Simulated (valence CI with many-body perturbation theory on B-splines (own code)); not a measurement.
**E1 line list for Ir63+**

Level of theory: relativistic CI+MBPT: four valence electrons over a frozen Dirac-Fock core [Ne], radial functions for each j: 11 s, 11 p, 9 d, 7 f, 5 g, 2 h, 1 i, with the one-electron correlation potential Σ1 (screened to all orders), the two-electron term Σ2, the three-electron term Σ3, Breit, model QED; selected single and double excitations, second order for the rest (own B-spline code, finite nucleus).

The last digits are not significant, and no measured levels were compared; by estimate large intervals hold to a few tenths of a per cent, small ones and those within an open d or f shell to about a per cent.

Lines 101 to 150 of 242 in falling wavelength, among levels below 1472.5 eV, chosen from the strongest by gf and those to the six lowest levels. Wavelengths and rates use the calculated energies. Electric multipoles are in the length gauge, E1 and E2 with the static RPA response of the core. Weak lines are less certain than strong ones. Lines between different terms over intervals too small for the method are left out, as are lines whose strength nearly cancels. The highest levels of a list are the least certain.

Levels are named by their leading jj configuration (3d3/2^4 stands for four electrons in 3d with j = 3/2), which in mixed levels can hold well under half, so a name can repeat and another be missing. Letters in brackets count levels of one name in rising energy.

| λ vac (nm) | Upper | Lower | A (s⁻¹) | S (a.u.) |
| --- | --- | --- | --- | --- |
| 3.448 | (3s^2 3p3/2 3d5/2) J=3 | (3s^2 3p3/2^2) J=2 | 7.34e+11 | 1.04e-01 |
| 3.421 | (3s 3p1/2 3p3/2 3d5/2) J=4 [c] | (3s 3p1/2 3p3/2^2) J=3 | 2.70e+11 | 4.81e-02 |
| 3.413 | (3s 3p1/2 3p3/2 3d5/2) J=3 [b] | (3s 3p1/2 3p3/2^2) J=2 [a] | 1.27e+11 | 1.74e-02 |
| 3.406 | (3s 3p1/2^2 3d5/2) J=2 | (3s 3p1/2^2 3p3/2) J=2 | 5.89e+10 | 5.74e-03 |
| 3.406 | (3s 3p1/2 3p3/2 3d5/2) J=1 [a] | (3s 3p1/2 3p3/2^2) J=2 [a] | 5.89e+10 | 3.45e-03 |
| 3.346 | (3s^2 3p3/2 3d5/2) J=1 | (3s^2 3p3/2^2) J=2 | 7.48e+10 | 4.15e-03 |
| 3.271 | (3s 3p1/2 3p3/2 3d5/2) J=3 [c] | (3s 3p1/2 3p3/2^2) J=2 [a] | 1.45e+11 | 1.75e-02 |
| 3.269 | (3s 3p1/2 3p3/2 3d5/2) J=3 [d] | (3s 3p1/2 3p3/2^2) J=3 | 5.42e+10 | 6.54e-03 |
| 3.190 | (3s 3p1/2 3p3/2 3d5/2) J=2 [d] | (3s 3p1/2 3p3/2^2) J=3 | 3.94e+10 | 3.16e-03 |
| 2.149 | (3s 3p1/2 3p3/2 3d3/2) J=2 [a] | (3s^2 3p1/2 3d3/2) J=2 | 2.33e+10 | 5.71e-04 |
| 2.125 | (3s 3p1/2 3p3/2^2) J=2 [a] | (3s^2 3p1/2 3p3/2) J=2 | 2.05e+10 | 4.85e-04 |
| 2.119 | (3s 3p1/2 3p3/2 3d5/2) J=2 [a] | (3s^2 3p1/2 3d5/2) J=2 | 3.42e+11 | 8.02e-03 |
| 2.113 | (3s 3p1/2 3p3/2 3d3/2) J=1 [a] | (3s^2 3p1/2 3d3/2) J=2 | 2.70e+10 | 3.76e-04 |
| 2.092 | (3s 3p1/2 3p3/2 3d3/2) J=3 [a] | (3s^2 3p1/2 3d3/2) J=2 | 2.45e+10 | 7.73e-04 |
| 2.090 | (3s 3p1/2 3p3/2^2) J=2 [a] | (3s^2 3p1/2 3p3/2) J=1 | 7.21e+11 | 1.63e-02 |
| 2.071 | (3s 3p1/2 3p3/2 3d3/2) J=2 [b] | (3s^2 3p1/2 3d3/2) J=2 | 6.73e+10 | 1.48e-03 |
| 2.067 | (3s 3p1/2 3p3/2 3d3/2) J=2 [a] | (3s 3p1/2^2 3p3/2) J=1 | 3.17e+11 | 6.90e-03 |
| 2.056 | (3s 3p1/2 3p3/2^2) J=3 | (3s^2 3p1/2 3p3/2) J=2 | 5.00e+11 | 1.50e-02 |
| 2.049 | (3s 3p1/2 3p3/2 3d5/2) J=3 [b] | (3s^2 3p1/2 3d5/2) J=3 | 3.65e+11 | 1.09e-02 |
| 2.043 | (3s 3p1/2 3p3/2 3d3/2) J=0 [a] | (3s 3p1/2^2 3p3/2) J=1 | 8.82e+10 | 3.71e-04 |
| 2.037 | (3s 3p1/2 3p3/2 3d5/2) J=4 [b] | (3s^2 3p1/2 3d5/2) J=3 | 1.71e+11 | 6.44e-03 |
| 2.034 | (3s 3p1/2 3p3/2 3d3/2) J=1 [a] | (3s 3p1/2^2 3p3/2) J=1 | 3.21e+07 | 3.99e-07 |
| 2.020 | (3s 3p1/2 3p3/2 3d5/2) J=2 [b] | (3s^2 3p1/2 3d5/2) J=3 | 3.87e+11 | 7.88e-03 |
| 2.017 | (3p1/2^2 3p3/2 3d3/2) J=2 | (3s 3p1/2^2 3d3/2) J=2 | 2.27e+11 | 4.61e-03 |
| 1.997 | (3s 3p1/2 3p3/2 3d5/2) J=3 [c] | (3s^2 3p1/2 3d5/2) J=3 | 9.35e+10 | 2.57e-03 |
| 1.995 | (3s 3p1/2 3p3/2 3d3/2) J=2 [b] | (3s 3p1/2^2 3p3/2) J=1 | 8.63e+11 | 1.69e-02 |
| 1.993 | (3s 3p1/2 3p3/2 3d5/2) J=3 [c] | (3s^2 3p1/2 3d5/2) J=2 | 2.16e+12 | 5.90e-02 |
| 1.992 | (3p1/2^2 3p3/2 3d3/2) J=2 | (3s 3p1/2^2 3d3/2) J=1 | 1.27e+11 | 2.48e-03 |
| 1.989 | (3s 3p1/2 3p3/2 3d3/2) J=1 [d] | (3s^2 3p1/2 3d3/2) J=1 | 9.12e+11 | 1.06e-02 |
| 1.987 | (3s 3p1/2 3p3/2 3d5/2) J=4 [c] | (3s^2 3p1/2 3d5/2) J=3 | 1.42e+12 | 4.97e-02 |
| 1.986 | (3s 3p1/2 3p3/2 3d3/2) J=2 [e] | (3s^2 3p1/2 3d3/2) J=1 | 2.41e+12 | 4.65e-02 |
| 1.985 | (3s 3p1/2 3p3/2^2) J=0 | (3s^2 3p1/2 3p3/2) J=1 | 9.33e+11 | 3.60e-03 |
| 1.983 | (3s 3p1/2 3p3/2 3d3/2) J=2 [c] | (3s^2 3p1/2 3d3/2) J=2 | 1.23e+12 | 2.36e-02 |
| 1.975 | (3s 3p1/2 3p3/2 3d3/2) J=0 [b] | (3s^2 3p1/2 3d3/2) J=1 | 1.67e+12 | 6.34e-03 |
| 1.975 | (3s 3p1/2 3p3/2 3d5/2) J=1 [b] | (3s^2 3p1/2 3d5/2) J=2 | 7.12e+11 | 8.12e-03 |
| 1.973 | (3s 3p1/2 3p3/2 3d3/2) J=2 [a] | (3s 3p1/2^2 3p3/2) J=2 | 8.39e+10 | 1.59e-03 |
| 1.967 | (3s 3p1/2 3p3/2^2) J=2 [b] | (3s^2 3p1/2 3p3/2) J=2 | 1.86e+12 | 3.50e-02 |
| 1.965 | (3s 3p1/2 3p3/2^2) J=1 [a] | (3s^2 3p1/2 3p3/2) J=2 | 2.15e+10 | 2.42e-04 |
| 1.963 | (3s 3p1/2^2 3p3/2) J=1 | (3s^2 3p1/2^2) J=0 | 9.91e+11 | 1.11e-02 |
| 1.960 | (3s 3p1/2 3p3/2 3d3/2) J=3 [b] | (3s^2 3p1/2 3d3/2) J=2 | 2.91e+11 | 7.58e-03 |
| 1.953 | (3p1/2^2 3p3/2^2) J=0 | (3s 3p1/2^2 3p3/2) J=1 | 1.88e+12 | 6.92e-03 |
| 1.946 | (3s 3p1/2 3p3/2 3d3/2) J=1 [b] | (3s^2 3p1/2 3d3/2) J=2 | 2.38e+11 | 2.60e-03 |
| 1.943 | (3s 3p1/2 3p3/2 3d3/2) J=1 [a] | (3s 3p1/2^2 3p3/2) J=2 | 4.88e+10 | 5.30e-04 |
| 1.938 | (3s 3p1/2 3p3/2 3d3/2) J=2 [d] | (3s^2 3p1/2 3d3/2) J=2 | 3.28e+11 | 5.89e-03 |
| 1.937 | (3s 3p1/2 3p3/2^2) J=2 [b] | (3s^2 3p1/2 3p3/2) J=1 | 3.91e+10 | 7.01e-04 |
| 1.936 | (3s 3p1/2 3p3/2^2) J=1 [a] | (3s^2 3p1/2 3p3/2) J=1 | 1.53e+12 | 1.64e-02 |
| 1.935 | (3s 3p1/2 3p3/2 3d5/2) J=1 [c] | (3s^2 3p1/2 3d5/2) J=2 | 6.69e+11 | 7.18e-03 |
| 1.935 | (3s 3p1/2 3p3/2 3d5/2) J=3 [d] | (3s^2 3p1/2 3d5/2) J=3 | 1.54e+12 | 3.85e-02 |
| 1.932 | (3s 3p1/2 3p3/2 3d5/2) J=2 [c] | (3s^2 3p1/2 3d5/2) J=3 | 3.25e+11 | 5.79e-03 |
| 1.931 | (3s 3p1/2 3p3/2 3d3/2) J=3 [c] | (3s^2 3p1/2 3d3/2) J=2 | 3.08e+12 | 7.67e-02 |
